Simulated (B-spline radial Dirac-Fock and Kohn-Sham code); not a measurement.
**Widths and yields of inner-shell holes in Tb⁺**

System: the Tb⁺ ion, configuration [Xe] 4f8 6s1 6p1 (an excited configuration).

Input of the calculation (task.json; shells as n, l, electrons):

```json
{"items": [{
  "Z": 65,
  "q": 1,
  "cfg": [[1, 0, 2], [2, 0, 2], [2, 1, 6], [3, 0, 2], [3, 1, 6], [3, 2, 10], [4, 0, 2], [4, 1, 6], [4, 2, 10], [4, 3, 8], [5, 0, 2], [5, 1, 6], [6, 0, 1], [6, 1, 1]],
  "A": 159,
  "rrms": 5.06,
  "do": ["binding", "quiet", "decay"],
  "holes": ["K", "L1", "L2", "L3", "M1", "M2", "M3", "M4", "M5", "N1", "N2", "N3", "N4", "N5"]
}]}
```

Command: `python xray_run.py task.json out`

These are calculated numbers from a radial atomic solver; the model is independent-particle rates on relativistic LDA orbitals of the hole state (multipoles up to L = 3, Coulomb Auger matrix elements, transition energies from Dirac-Fock).

Partial widths are in eV. Coster-Kronig decay leaves a hole in the same principal shell; its rates are the weakest part of the model, often 1.5 to 2.5 times too large and more for N holes. Holes without an open Auger channel, or with an unreliable SCF state, are not listed.

```
 hole  radiative   Auger  Coster-Kronig  total  fluorescence yield  lifetime (fs)
   1s       21.8    1.41              0   23.2               0.939         0.0284
   2s      0.433    1.76           2.66   4.85              0.0893          0.136
2p1/2      0.727    2.63          0.636   3.99               0.182          0.165
2p3/2      0.669    3.15              0   3.82               0.175          0.172
   3s     0.0143   0.744           12.0   12.8             0.00112         0.0514
3p1/2     0.0145   0.825           7.78   8.62             0.00168         0.0763
3p3/2     0.0148   0.925           6.26   7.20             0.00206         0.0915
3d3/2    0.00911    1.06        0.00153   1.07             0.00851          0.615
3d5/2    0.00864    1.09              0   1.10             0.00788          0.601
   4s   0.000436  0.0866           10.3   10.4            4.21e-05         0.0635
4p1/2   0.000817  0.0861           7.77   7.86            0.000104         0.0838
4p3/2   0.000580  0.0913           7.40   7.49            7.74e-05         0.0879
4d3/2   0.000405  0.0701           2.63   2.70            0.000150          0.243
4d5/2   0.000371  0.0775           2.59   2.67            0.000139          0.246
```
